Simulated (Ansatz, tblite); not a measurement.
BCl3 adduct: gap (eV) at several levels, gas phase, relaxed structures; Ansatz, xTB through tblite. The structures are stationary points that may keep the symmetry of their start.

| species | state | geometry | GFN1-xTB | GFN2-xTB | PBE-D4/def2-TZVP | r2SCAN-D4/def2-TZVP | PBE0-D4/def2-SVP | PBE0-D4/def2-TZVP |
| --- | --- | --- | --- | --- | --- | --- | --- | --- |
| B(H2O)Cl3 (BCl3OH2) | singlet | r2SCAN-D4/def2-SVP | 6.46 | 7.83 | 5.58 | 6.57 | 8.17 | 7.90 |
| B(H2S)Cl3 (BH2SCl3) | singlet | PBE0-D4/def2-SVP | 5.88 | 4.49 | 5.10 | 5.72 | 7.65 | 7.51 |
| B(NH3)Cl3 (BNCl3H3) | singlet | PBE0-D4/def2-SVP | 6.55 | 8.58 | 5.51 | 6.57 | 8.01 | 7.75 |
| B(PH3)Cl3 (BPH3Cl3) | singlet | B3LYP-D4/def2-SVP | 6.00 | 4.81 | 5.51 | 6.13 | 7.88 | 7.81 |
| B(OCMe2)Cl3 (C3H6BCl3O) | singlet | B3LYP-D4/def2-SVP | 2.08 | 1.98 | 2.67 | 3.18 | 4.86 | 5.07 |
| B(NHMe2)Cl3 (C2H7BCl3N) | singlet | PBE-D4/def2-SVP | 7.19 | 8.46 | 5.93 | 6.84 | 8.44 | 8.17 |
| B(OPMe3)Cl3 (C3H9BCl3OP) | singlet | r2SCAN-D4/def2-SVP | 5.94 | 6.78 | 5.07 | 5.77 | 7.46 | 7.37 |
| B(NH2tBu)Cl3 (C4H11BCl3N) | singlet | PBE-D4/def2-SVP | 7.20 | 7.86 | 5.58 | 6.43 | 8.03 | 7.79 |

Over the 8 species that have every level, the mean is 5.91 at GFN1-xTB, 6.35 at GFN2-xTB, 5.12 at PBE-D4/def2-TZVP, 5.90 at r2SCAN-D4/def2-TZVP, 7.56 at PBE0-D4/def2-SVP, 7.42 at PBE0-D4/def2-TZVP. Orbital gaps grow with the share of exact exchange and aren't one observable across functionals.
